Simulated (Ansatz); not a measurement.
```yaml
atoms:
  - { symbol: C, position_ang: [0.1737, -0.0333, -0.3202] }
  - { symbol: S, position_ang: [-1.1017, 2.0330, 3.5926] }
```

Basis set: cc-pVDZ (spherical functions). Frozen core: 6 orbitals. Charge 0, multiplicity 1.

Computed with Ansatz (development build ahead of 0.2.0); each method stands on the lowest determinant of its kind that the runs found. Restricted open shells among the atoms or ions are ROHF, correlated in semicanonical orbitals with singles.

(1) Give the atomization energy at this shape (free ground-state atoms in the same class of orbitals less the molecule, no zero-point energy) of singlet CS by RHF-CCSD(T), RHF-CCSD.

Results:

(1)

```tsv
method	atomization energy
RHF-CCSD(T)	-69.61 kcal/mol
RHF-CCSD	-73.35 kcal/mol
```

Caution: an unrestricted determinant lies well below; large amplitudes, a single reference is doubtful; other determinants can give a lower correlated total; the molecule lies well above its atoms at this level; the program doubts this total; the program finds a lower state of this spin; the shape is not the minimum.
